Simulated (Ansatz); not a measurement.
`[SnH4]` from Hartree–Fock to CCSD(T)

Z-matrix (Å, degrees):
```
Sn
H 1 1.704
H 1 1.704 2 109.5
H 1 1.704 2 109.5 3 -120.0
H 1 1.704 2 109.5 3 120.0
```

The species carries charge 0 and has multiplicity 1. Correlated methods include outer-core shells of Sn, which these sets cover unevenly. Sn: def2 effective core potential. Geometry: relaxed with PBE0-D4/def2-TZVP. Frozen core, restricted reference, the Gaussian-basis code of Ansatz.

```json
{"basis": "def2-SVP", "HF (Eh)": "-215.63312", "MP2 corr.": "-0.13052"}
{"basis": "def2-TZVPP", "HF (Eh)": "-215.64433", "MP2 corr.": "-0.35083"}
{"basis": "def2-QZVPP", "HF (Eh)": "-215.64639", "MP2 corr.": "-0.56231"}
```

Task: Estimate the CCSD correlation energy and the (T) correction in each basis where they were run (hartree).

Result: 
```
     basis  CCSD corr.       (T)
  def2-SVP    -0.15983  -0.00331
def2-TZVPP    -0.36830  -0.00846
def2-QZVPP    -0.55263  -0.01271
```
